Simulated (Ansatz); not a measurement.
SinHm (charge -1): PBE0-D4/def2-TZVPD single points in Ansatz on relaxed structures, gas phase. Each cluster is the lowest isomer that a short search found in that spin, judged at the geometry's level, and lower ones may exist. HOMO and LUMO are taken over both spins. Singlets are spin-restricted. The spins of the ions were chosen, not always searched. A dash marks a value that wasn't run or was left out as unsound. The structures are stationary points that may keep the symmetry of their start. Remarks come from the PBE and PBE0 runs and from stability tests at other levels; not every state was tested. A HOMO above zero means that the electron is unbound at that level and held by the basis, or that self-interaction error raises the level; the energy of removing that electron tells which.

| species | atoms | state | geometry | HOMO (eV) | vertical IE (eV) | lowest of the spins relaxed | point group (within 0.1 Å) | remarks |
| --- | --- | --- | --- | --- | --- | --- | --- | --- |
| Si2H2⁻ | 4 | doublet; oxidised ion triplet | r2SCAN-D4/def2-TZVPD | -0.33 | 2.10 | doublet, of doublet/quartet | C2h | HOMO above zero at PBE or PBE0, HOMO above zero (quartet) |
| Si2H3⁻ | 5 | singlet | PBE0-D4/def2-TZVPD | -0.40 | 2.18 | singlet, of singlet/triplet/quintet | Cs | HOMO above zero at PBE or PBE0, HOMO above zero (triplet), HOMO above zero (quintet) |
| Si3H6⁻ | 9 | doublet; oxidised ion singlet | PBE0-D4/def2-TZVPD | -0.48 | 2.19 | – | – | HOMO above zero at PBE or PBE0 |
| Si4H7⁻ | 11 | singlet | B3LYP-D4/def2-SVPD | -1.17 | 2.75 | – | Cs | – |

Problem. Estimate the rows for Si3H2⁻ (doublet; oxidised ion singlet, B3LYP-D4/def2-TZVPD geometry).

Solution. 
```
species  atoms                          state             geometry  HOMO (eV)  vertical IE (eV)  lowest of the spins relaxed  point group (within 0.1 Å)                                                                                                     remarks
 Si3H2⁻      5  doublet; oxidised ion singlet  B3LYP-D4/def2-TZVPD      -0.32                 –  doublet, of doublet/quartet                           –  HOMO above zero at PBE or PBE0, restricted SCF unstable in HF (neutral singlet), HOMO above zero (quartet)
```

The vertical IE (eV) runs from 2.10 (Si2H2⁻) to 2.75 (Si4H7⁻). It rises with size.
